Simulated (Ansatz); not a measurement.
C₂Cl₄, singlet, geometry from GFN2-xTB; Ansatz (an electronic-structure program) with PBE0/def2-SVP.

The Ansatz input:
Ansatz 0.2 input:
```yaml
crystal:
  periodic: [false, false, false]
  atoms:
    - {symbol: C, position_ang: [0.00305246, 0.00262455, 0.66926011]}
    - {symbol: C, position_ang: [-0.00305246, -0.00262455, -0.66926011]}
    - {symbol: Cl, position_ang: [0.00298418, 1.45814059, 1.57060993]}
    - {symbol: Cl, position_ang: [0.01139454, -1.44577756, 1.58195950]}
    - {symbol: Cl, position_ang: [-0.00298418, -1.45814059, -1.57060993]}
    - {symbol: Cl, position_ang: [-0.01139454, 1.44577756, -1.58195950]}
basis:
  gaussian:
    orbitals: def2-SVP
hamiltonian:
  xc: pbe0
accuracy: high
```

Predict the main parts of the log of this Ansatz run.


```
Functional definition: PBE0
2118 factors; integrals over basis functions are off by at most 3.6e-9 eV
mean field evaluation 1: about -52126.1312 eV, gradient 2.0e1 eV
mean field evaluation 2: about -52125.4491 eV, gradient 2.5e1 eV
mean field evaluation 4: about -52127.0154 eV, gradient 3.6e-1 eV
mean field evaluation 8: about -52127.2788 eV, gradient 6.5e-2 eV
mean field evaluation 16: about -52127.2788 eV, gradient 1.8e-6 eV
mean field -52127.27878696 eV, -1915.6421622821 hartree, gradient 2.1e-8 eV, S^2 0.000000; 0 other end points of the search recorded, 0 dependent functions left out
reference -52127.27878839 eV, -1915.6421623346 hartree; 40, 40 occupied and 60, 60 virtual orbitals, 2118 factors
Total energy: -52127.27878839 eV, -1915.6421623346 hartree
```
